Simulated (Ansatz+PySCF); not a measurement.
## singlet H10: levels of theory in one basis

```xyz
10

H     0.0000    0.0000    0.0000
H     0.0000    0.0000    1.8000
H     0.0000    0.0000    3.6000
H     0.0000    0.0000    5.4000
H     0.0000    0.0000    7.2000
H     0.0000    0.0000    9.0000
H     0.0000    0.0000   10.8000
H     0.0000    0.0000   12.6000
H     0.0000    0.0000   14.4000
H     0.0000    0.0000   16.2000
```

Basis set: STO-3G (spherical functions). All electrons are correlated. Charge 0, multiplicity 1.

Computed with Ansatz (development build ahead of 0.2.0); each method stands on the lowest determinant of its kind that the runs found. NEVPT2 correlates all electrons. Active spaces start from the frontier orbitals, and the lowest solution found is given.

```tsv
method	E − E(RHF) (eV)	<S²> of the determinant
RHF	0.00	0.00
UHF	-15.00	4.11
RHF-MP2	-8.45	–
UHF-MP2	-15.11	4.11
UHF-CCSD	-16.75	4.11
UHF-CCSD(T)	-16.76	4.11
UHF-CCSDT(Q)	-16.83	4.11
full CI (lowest root of this spin)	-17.08	–
CASSCF(10,10)	-17.08	–
SC-NEVPT2(10,10)	-17.08	–
```

(1) What does RHF-CCSDT(Q) give on the same scale?

(2) Is a single determinant a sound starting point here?

## Answers

(1) -16.56 eV.

At such a shape the full CI root can have another spatial symmetry than the determinants, so the rows needn't describe one state.

(2) It is doubtful. Unrestricted orbitals lower Hartree–Fock by 15.00 eV and <S²> is 4.11 where a pure state has 0.00, a sign of strong static correlation. The CASSCF(10,10) natural occupations are 1.68, 1.64, 1.57, 1.46, 1.29, 0.72, 0.55, 0.43, 0.35, 0.31.

Caution for RHF, RHF-MP2, RHF-CCSDT(Q): an unrestricted determinant lies well below. Caution for UHF, UHF-MP2, UHF-CCSD, UHF-CCSD(T), UHF-CCSDT(Q): the unrestricted determinant is a mixture of spin states; the determinant breaks the point group. Caution for RHF-MP2, UHF-MP2, UHF-CCSD, UHF-CCSD(T), RHF-CCSDT(Q), UHF-CCSDT(Q): bonds are stretched, where a single reference can fail. Caution for RHF-MP2, UHF-CCSD, UHF-CCSD(T): the program doubts this total.
